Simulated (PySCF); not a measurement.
All values below come from PBE-D3(BJ)/def2-TZVP // B3LYP-D3(BJ)/def2-TZVP (PySCF). Gas-phase values, no solvent. One relaxed conformer stands for a flexible species; it need not be the lowest. 

Reference species (SMILES): `B(C)O` (C–B–O–H torsion 180°) (neutral, multiplicity 1).

The HOMO comes out as -7.09 eV. The LUMO is -0.81 eV.

Changed species: `BCO`.

Predict the effect on the HOMO and LUMO.

the HOMO goes up by 0.80 eV, to -6.29 eV; the LUMO falls by 1.80 eV, to -2.61 eV.
